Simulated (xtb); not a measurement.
Ga(Me)2 (C₂H₆Ga), SMILES [CH3][Ga+][CH3], charge +1. All values are semi-empirical tight-binding results from xtb (GFN2-xTB unless named), good for trends rather than for accurate numbers. The structure is a stationary point at GFN2-xTB. The multiplicity is an assumed one; other spin states were not compared. The isomer is the one that the SMILES or the coordinates give; other isomers of the formula were not compared.

A frequency run showed that this geometry is not a minimum.

For metal compounds this method's bond lengths and energies can be far off.

- point group as xtb finds it: D3d
- orbital gap: 3.30 eV
